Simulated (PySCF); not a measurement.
Working out the ionisation energy of Co

Co [Ar] 3d7 4s2 (4F) → Co⁺ [Ar] 3d8 (3F). Computed with PySCF 2.14 in x2c-TZVPPall with one added diffuse shell each of s, p, d, f type (7s6p5d3f1g, 80 functions), with scalar relativity by spin-free X2C-1e. Frozen: [Ne]. Energies in hartree (1 hartree = 27.21139 eV):

```csv
part,Co (lower),Co⁺ (upper)
UHF,-1391.871778,-1391.567070
MP2 opposite-spin,-0.394989,-0.422907
MP2 same-spin,-0.189869,-0.206768
```

**Question.** What does Hartree-Fock give?

**Answer.** (-1391.567070) − (-1391.871778) = 0.304708 hartree = 8.292 eV.

**Question.** What do MP2 and SCS-MP2 (6/5 opposite-spin, 1/3 same-spin) give?

**Answer.** The opposite-spin parts differ by -0.760 eV and the same-spin parts by -0.460 eV. MP2: 8.292 + (-0.760) + (-0.460) = 7.072 eV. SCS-MP2: 8.292 + 1.2 × (-0.760) + (-0.460)/3 = 7.227 eV.

Measured between the centres of the two terms (NIST): 7.869 eV, so MP2 (valence and next inner shell) is off by -0.797 eV.

What remains against the reference includes basis incompleteness, the frozen core and correlation beyond second order.
